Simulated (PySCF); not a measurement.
## Diatomic cations of Si with group 13

PBE0 with double-zeta basis sets in PySCF, for the lowest determinant that a PBE0 search found; no spin–orbit coupling. De refers to high-spin ground-configuration atoms (the charge goes to the atom of lower measured ionisation energy or higher electron affinity, which is not always the lowest computed limit). A positive dipole points towards Si; it is taken about the centre of mass and depends on that origin.

```csv
M,basis,charged atom,state (unpaired electrons),Re (Å),ωe (cm⁻¹),De (eV),μ (D)
B,"6-31G(d,p)",Si+,"triplet (σ ↑, π ↑)",2.108,542,2.84,-0.75
Al,def2-SVP,Al+,"triplet (σ ↑, π ↑)",2.778,209,1.06,-1.75
In,x2c-SVPall,In+,"triplet (σ ↑, π ↑)",3.086,124,0.77,1.88
Tl,def2-SVP,Tl+,"triplet (σ ↑, π ↑)",3.215,115,n/a,2.67
```

The shortest bond is that of SiB⁺ (2.108 Å), the longest that of TlSi⁺ (3.215 Å).

The rows differ in basis set, which adds steps of its own.

Down a group the atoms grow and get heavier, so bonds lengthen and wavenumbers fall; this series shows no clear exception.

These are scalar-relativistic numbers at best; spin–orbit coupling would shift them, the dissociation energy most. For an ion De counts to the pair picked by the measured ionisation energies or electron affinities, which need not be the lowest pair at this level. States were picked by a PBE0 search and need not be the measured ground states.
